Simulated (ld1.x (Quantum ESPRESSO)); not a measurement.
**Logarithmic derivatives: F, ultrasoft**

ld1.x (Quantum ESPRESSO) 7.5 input, shortened:

```
&input
   title='F', zed=9., rel=0, dft='PBE', iswitch=3,
   config='[He] 2s1.75 2p5.25'
 /
 &inputp
   pseudotype=3, tm=.true., lloc=-1, rcloc=0.80,
   nlcc=.true., rcore=0.50,
   which_augfun='PSQ', rmatch_augfun_nc=.true.
 /
4
2S  1  0   1.75   0.00  0.70  0.90  0.0
2S  1  0   0.00   0.95  0.70  0.90  0.0
2P  2  1   5.25   0.00  1.65  1.90  0.0
2P  2  1   0.00  -0.35  1.65  1.90  0.0
 &test
   configts(1)='2s1.75 2p5.25'
 /
```

The phase is arctan(r·u′/u) with u = r·R(r), unwrapped; energies in Ry, scanned from -4 to 5 Ry. A pole is an energy at which the radial function vanishes at the test radius. The pseudo phase is shifted by a multiple of π to meet the all-electron one at the reference energy, and phase errors are pseudo minus all-electron; the curves can meet again beyond the range given. Levels narrower than the energy grid can be missing from the lists of poles.

Question: For each channel, where are the poles, and over which energies does the pseudopotential scatter like the atom?

Answer:

```tsv
channel	radius (bohr)	reference energy (Ry)	poles, all-electron	poles, pseudo	unbroken range about the reference energy with phases within 0.05 rad	phase error 1 Ry above the reference energy (rad)
s	2.06	-2.20	-1.94	-1.94	the whole range	-0.000
p	2.06	-0.83	-0.46	-0.46, 4.31	below 1.9	-0.000
```

Phases in the p channel:

| E (Ry) | all-electron | pseudo |
| --- | --- | --- |
| -4.00 | 1.320 | 1.320 |
| -3.76 | 1.311 | 1.311 |
| -3.52 | 1.301 | 1.301 |
| -3.28 | 1.289 | 1.289 |
| -3.04 | 1.276 | 1.275 |
| -2.80 | 1.259 | 1.259 |
| -2.56 | 1.239 | 1.239 |
| -2.32 | 1.214 | 1.213 |
| -2.08 | 1.179 | 1.179 |
| -1.84 | 1.130 | 1.129 |
| -1.60 | 1.048 | 1.048 |
| -1.36 | 0.884 | 0.884 |
| -1.12 | 0.402 | 0.401 |
| -0.88 | -0.845 | -0.845 |
| -0.64 | -1.419 | -1.419 |
| -0.40 | -1.608 | -1.608 |
| -0.16 | -1.704 | -1.704 |
| 0.08 | -1.770 | -1.770 |
| 0.32 | -1.823 | -1.823 |
| 0.56 | -1.871 | -1.872 |
| 0.80 | -1.922 | -1.924 |
| 1.04 | -1.978 | -1.981 |
| 1.28 | -2.044 | -2.051 |
| 1.52 | -2.126 | -2.142 |
| 1.76 | -2.236 | -2.268 |
| 2.00 | -2.386 | -2.455 |
| 2.24 | -2.601 | -2.743 |
| 2.48 | -2.900 | -3.162 |
| 2.72 | -3.267 | -3.625 |
| 2.96 | -3.624 | -3.989 |
| 3.20 | -3.903 | -4.229 |
| 3.44 | -4.099 | -4.389 |
| 3.68 | -4.237 | -4.503 |
| 3.92 | -4.336 | -4.592 |
| 4.16 | -4.409 | -4.667 |
| 4.40 | -4.466 | -4.738 |
| 4.64 | -4.511 | -4.810 |
| 4.88 | -4.548 | -4.892 |
